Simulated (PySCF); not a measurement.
All values below come from PBE-D3(BJ)/def2-TZVP // ωB97X-D3(BJ)/def2-TZVP (PySCF 2.14.0). Gas-phase values, no solvent. Excitations are Tamm–Dancoff values on a coarser integration grid. The basis has no diffuse functions, so Rydberg states are missing or too high.

Reference species (SMILES): `[CH3][Ga]([CH3])[Br]` (neutral, multiplicity 1).

The S1–T1 gap (TDA) is 0.14 eV and the S1 oscillator strength is 0.000. The HOMO–LUMO gap comes out as 4.59 eV and the HOMO comes out as -6.36 eV.

Changed species: `[CH3][Ga]([Br])[Br]` (1 of 3 Br replaced by CH3; the reference has 2 of 3 Br replaced by CH3).

Q: Give the shifts of the S1–T1 gap (TDA), S1 oscillator strength, HOMO–LUMO gap and HOMO.

A: the S1–T1 gap (TDA) falls by 0.03 eV, to 0.11 eV; the S1 oscillator strength stays essentially unchanged; the HOMO–LUMO gap rises by 0.30 eV, to 4.89 eV; the HOMO falls by 0.65 eV, to -7.01 eV.
